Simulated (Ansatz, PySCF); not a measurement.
Gas-phase reaction (SMILES): COB(F)OC [fluoro(dimethoxy)borane] + O (H2O) → COB(O)OC + F (HF); water cleaves one B-F bond, a model of a ligand-exchange step.

Structures are relaxed separately at B3LYP-D3(BJ)/def2-TZVP in Ansatz (a program for electronic structure), one conformer each, not searched for the lowest. Cores are frozen in the correlated levels unless marked. No spin-orbit coupling. Non-relativistic. Basis-set limits of correlation are two-point, X^-3; Hartree-Fock from the larger set. Thermal terms are rigid-rotor harmonic-oscillator values from B3LYP-D3(BJ) frequencies (Ansatz or PySCF) at 298.15 K and 1 atm. 1 Eh = 627.5095 kcal/mol.

| species | E, CCSD(T)/CBS(cc-pVTZ,cc-pVQZ) (Ansatz) (Eh) | E, r2SCAN-D4/def2-TZVPD (Ansatz + dftd4) (Eh) | H - E (Eh) |
|---|---|---|---|
| COB(F)OC | -354.77759 | -355.08005 | 0.10112 |
| O (H2O) | -76.37426 | -76.42298 | 0.02495 |
| COB(O)OC | -330.75679 | -331.05041 | 0.11352 |
| F (HF) | -100.39146 | -100.44728 | 0.01259 |

Problem. Work out ΔE and ΔH at 298.15 K at the first level, then ΔH at the second.

Solution. 
1. ΔE = [(-330.75679) + (-100.39146)] - [(-354.77759) + (-76.37426)] = 0.00360 Eh = 2.3 kcal/mol at CCSD(T)/CBS(cc-pVTZ,cc-pVQZ).
2. The terms H - E add up to 0.00004 Eh, so ΔH = (0.00360 + (0.00004))×627.5095 = 2.3 kcal/mol.
3. At r2SCAN-D4/def2-TZVPD the same steps give ΔE = 3.4 and ΔH = 3.4 kcal/mol, a shift of +1.1 from the first level.
4. These values are not checked against measurement here, since the tables used lack a sound gas-phase enthalpy of formation for at least one species.
